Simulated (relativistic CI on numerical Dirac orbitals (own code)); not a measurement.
**Fe²⁺: L2,3 absorption edge**

Computed with this model: Dirac-Coulomb-Breit CI, KLI orbitals optimised for each configuration, model QED (radiative potential, 1s self-energy scaled to tabulated hydrogen-like ionisation energies), multiplet model of core-to-valence dipole absorption, unscaled Slater integrals; configurations [Ar] 3d6 → [He] 2s2 2p5 3s2 3p6 3d7; 300 K; Lorentzian 0.4 eV and Gaussian 0.3 eV FWHM. Energies are those of the free ion, without screening or charge transfer. The branching ratio is the share of the lower-energy edge in the whole absorption, uncertain by about 0.02 where the edges overlap. S is read from ⟨S²⟩ = S(S + 1).

Field parameters in Wybourne normalisation: Oh B⁴₀ = 21Dq, B⁴₄ = √(5/14) B⁴₀. The field is a parameter set, without covalency.

free ion: ground-state S = 2.00, centroid 712.94 eV, branching ratio 0.801. Peaks (eV, height): 707.9 (24), 708.5 (31), 709.3 (76), 710.0 (96), 710.9 (100), 712.5 (36), 714.6 (12), 721.7 (15), 723.2 (45).

Oh, 10Dq = 3250 cm⁻¹: ground-state S = 2.00, centroid 713.34 eV, branching ratio 0.781. Peaks (eV, height): 709.8 (100), 711.0 (76), 712.8 (32), 714.7 (13), 721.8 (18), 722.7 (29), 723.3 (31), 725.0 (6), 726.2 (8).

Oh, 10Dq = 7350 cm⁻¹: ground-state S = 2.00, centroid 713.44 eV, branching ratio 0.779. Peaks (eV, height): 709.8 (100), 711.2 (62), 713.1 (28), 714.9 (9), 721.4 (12), 722.8 (32), 726.4 (7).

Oh, 10Dq = 11400 cm⁻¹: ground-state S = 2.00, centroid 713.50 eV, branching ratio 0.775. Peaks (eV, height): 707.4 (17), 709.9 (100), 711.4 (55), 713.3 (25), 714.9 (8), 721.3 (12), 722.8 (33), 726.7 (7).

Oh, 10Dq = 15500 cm⁻¹: ground-state S = 2.00, centroid 713.55 eV, branching ratio 0.773. Peaks (eV, height): 707.3 (22), 708.3 (26), 710.0 (100), 711.8 (48), 713.5 (20), 715.3 (9), 721.2 (12), 723.0 (31), 727.0 (7).

Oh, 10Dq = 19600 cm⁻¹: ground-state S = 0.03, centroid 715.39 eV, branching ratio 0.640. Peaks (eV, height): 708.0 (7), 710.5 (100), 712.7 (37), 722.5 (52), 723.8 (18), 724.3 (17).

The statistical ratio of this edge is 2/3 = 0.667. Values above it arise where the holes sit mainly in the j = l + 1/2 valence subshell or the ground state has high spin; values below it where core-valence Coulomb terms move weight to the upper edge, as in nearly empty shells.

Strongest unbroadened transitions for free ion:

```
Energy (eV)  Relative strength
     707.82               21.0
     708.41               21.6
     709.17               10.5
     709.21               50.9
     709.59               37.2
     709.92               13.8
     710.01               58.0
     710.41               30.2
     710.42                8.9
     710.89              100.0
     712.51                7.5
     712.52               19.6
     714.57               11.2
     721.75                9.2
     722.43               14.5
     722.77                9.8
     723.22               46.5
     723.76                7.7
```
